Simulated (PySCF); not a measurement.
CF₂, SMILES F[C]F (connectivity only; charge and spin as stated), charge +1, multiplicity 2. Atoms are numbered in the order given.

```xyz
3

F      0.0000    -1.0748    -0.1409
C      0.0000     0.0000     0.4228
F      0.0000     1.0748    -0.1409
```
Charge +1, spin multiplicity 2.

Geometry optimised at PBE0-D3(BJ)/def2-TZVP. The isomer is the one that the SMILES or the coordinates give; other isomers of the formula were not compared.

Two levels are set side by side: PBE/pcH-1 (PySCF) and PBE0/pcH-1 (PySCF). Contact hyperfine couplings, same geometry. Differences are taken from unrounded values.

| quantity | PBE |
|---|---|
| A(iso) of 19F, atom F1 (MHz) | 453.7 |
| A(iso) of 13C, atom C2 (MHz) | 1103.9 |
| A(iso) of 19F, atom F3 (MHz) | 453.7 |

Problem. These are the PBE values. What does PBE0 give? (The exact figures need the calculation; the answer reports its results.)

Solution. 
```json
[
 {"quantity": "A(iso) of 19F, atom F1 (MHz)", "PBE0": "450.2", "PBE minus PBE0": "3.5"},
 {"quantity": "A(iso) of 13C, atom C2 (MHz)", "PBE0": "1121.1", "PBE minus PBE0": "-17.1"},
 {"quantity": "A(iso) of 19F, atom F3 (MHz)", "PBE0": "450.2", "PBE minus PBE0": "3.5"}
]
```

Here PBE gives about what the other level gives.

Rough cost on one machine, each run with all the roots and properties that it gave: PBE0 against PBE within a factor of 2.
